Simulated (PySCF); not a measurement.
C4H9OPSi (charge +1 and doublet state).
Cartesian coordinates in Å at the GFN2-xTB level; atoms count from 1:
```
atom  x, y, z in Å
C1    -2.333   -0.777    0.218
C2    -1.069   -0.459    0.474
O3    -0.289   -1.105    1.406
Si4    1.188   -0.529    0.925
P5     1.966   -1.859   -0.729
C6    -0.168    0.568   -0.110
C7    -0.234    1.936    0.510
H8    -2.837   -1.535    0.793
H9    -2.899   -0.241   -0.522
H10    1.816    0.123    2.067
H11    2.844   -2.589    0.071
H12    2.963   -1.005   -1.203
H13   -0.137    0.603   -1.197
H14    0.633    2.537    0.246
H15   -1.117    2.447    0.117
H16   -0.334    1.894    1.592
```

The hyperfine couplings belong to this conformer and change with its torsions.

Identity: `C=C1O[Si@@H]([PH2+])[C@@H]1C` [radical] (charge +1).

Method: UKS B3LYP, pcH-1 on C H O P Si, non-relativistic, mean-field spin-orbit, GIAO in PySCF 2.14.0. Geometry: GFN2-xTB, one conformer, isolated ion. Couplings are sensitive to structure, and on GFN2-xTB geometries they can be far from those on DFT ones, by a factor of two or more for some ions and for spin on atoms past the first row. No stability test was run, so a lower SCF solution isn't excluded.

Principal values of hyperfine tensors in MHz (contact, dipolar and spin–orbit terms together), for some of the nuclei:

| atom | isotope | A1 | A2 | A3 |
| --- | --- | --- | --- | --- |
| H15 | 1H | 42.23 | 46.16 | 47.45 |
| Si4 | 29Si | 18.31 | 47.18 | 52.52 |
| C1 | 13C | -7.43 | -6.44 | 119.23 |
| H9 | 1H | -52.27 | -36.17 | -10.36 |
| H8 | 1H | -48.56 | -33.08 | -7.38 |
| C2 | 13C | -29.25 | -25.38 | -9.83 |
| H13 | 1H | -22.03 | -17.91 | -7.95 |
| O3 | 17O | -74.42 | 11.95 | 15.12 |

Question: Give the isotropic coupling of each nucleus in MHz and in mT (g = 2.0065), and the anisotropic part.

Answer: a_iso is a third of the trace, T = A − a_iso, and a(mT) = a(MHz)/(g × 13.996). The tensors hold a spin–orbit part: the run splits a_iso into a_FC + a_SO, and T includes its anisotropic share.

```tsv
atom	a_iso (MHz)	a_FC	a_SO	a_iso (mT)	T1	T2	T3
H15	45.28	45.28	0.00	1.612	-3.05	0.88	2.17
Si4	39.34	39.46	-0.13	1.401	-21.03	7.84	13.19
C1	35.12	35.20	-0.08	1.251	-42.55	-41.56	84.11
H9	-32.93	-32.93	0.00	-1.173	-19.34	-3.24	22.57
H8	-29.67	-29.67	0.00	-1.057	-18.89	-3.41	22.30
C2	-21.48	-21.55	0.06	-0.765	-7.76	-3.90	11.66
H13	-15.96	-15.97	0.01	-0.568	-6.07	-1.95	8.02
O3	-15.78	-15.40	-0.38	-0.562	-58.63	27.73	30.90
```

Question: What spin density at the nucleus of C2 lies behind its contact coupling (g_N = 1.40482)?

Answer: a_FC = (2μ0/3) gₑ μB g_N μN ρ(0)/(2S·h) = 800.24 MHz × g_N × ρ(0)/(2S), with ρ in bohr⁻³. With a_FC = -21.55 MHz and 2S = 1, ρ(0) = -0.01917 bohr⁻³.

Question: C6 (13C, g_N = 1.40482) isn't in the table. Its spin density at the nucleus is 0.01534 bohr⁻³. What is its contact coupling?

Answer: By the same relation, a_FC = 17.25 MHz. The spin–orbit term adds +0.06 MHz. Its full tensor has the principal values 2.72, 3.91, 45.27 MHz.

Question: Which nucleus of the table has the largest anisotropic coupling, and what is its form?

Answer: C1: -42.5, -41.6, 84.1 MHz (the dipolar term alone has -42.4, -41.7, 84.0), axial, in the ratio −1:−1:+2, the form that spin in one p orbital centred on that nucleus gives.

Question: In a single crystal, with the field along each principal axis of the tensor of H15 in turn, what first-order splitting does this nucleus give (isotropic g, quadrupole terms neglected)?

Answer: 2 lines (I = 1/2), spaced by |A_i|/(g × 13.996): 1.50, 1.64, 1.69 mT along the axes of A1, A2 and A3.

The SMILES draws the unpaired electron on P5; the largest computed Mulliken spin population is on C1 (0.53 against 0.13).
